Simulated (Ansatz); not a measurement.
Input and output for the cluster Cd₂Se.

```yaml
crystal:
  periodic: [false, false, false]
  atoms:
    - {symbol: Cd, position_ang: [-1.891717, 0.502022, -1.600578]}
    - {symbol: Cd, position_ang: [1.891597, -0.504380, 1.600091]}
    - {symbol: Se, position_ang: [0.000120, 0.002368, 0.000487]}
basis:
  gaussian: {orbitals: def2-TZVPD}
magnetization: {spin_polarized: true, initial_magnetization: 2}
hamiltonian: {xc: {name: PBE0}, dispersion: d3bjatm}
scf: {omitted_lower_state_checks: [starts]}
```

```sh
$ ansatz run in.yaml --threads 4 --pin off --events-out ev --progress --plain --max-ram 3916MiB
```

It prints (some lines left out):

```
Functional definition: PBE0
1114 factors; integrals over basis functions are off by at most 8.3e-4 eV
mean field evaluation 1: about -74468.4423 eV, gradient 2.2e1 eV
mean field evaluation 2: about -74452.6129 eV, gradient 5.4e1 eV
mean field evaluation 4: about -74471.5709 eV, gradient 2.6e0 eV
mean field evaluation 8: about -74471.7390 eV, gradient 3.0e-1 eV
mean field evaluation 16: about -74471.7396 eV, gradient 4.5e-3 eV
mean field evaluation 32: about -74471.7397 eV, gradient 2.1e-5 eV
mean field -74471.73966587 eV, -2736.7859539626 hartree, gradient 7.2e-6 eV, S^2 2.004713; 0 other end points of the search recorded, 0 dependent functions left out
reference -74471.73969860 eV, -2736.7859551653 hartree; 38, 36 occupied and 99, 101 virtual orbitals, 1114 factors
Total energy: -74471.84095208 eV, -2736.7896761621 hartree
Checks for a lower state left out: starts
```

Hardware: 4 threads of Arm Neoverse V2 on a shared host. Wall time 8 s.

In the def2 sets Cd takes a core potential; there is no spin–orbit coupling.
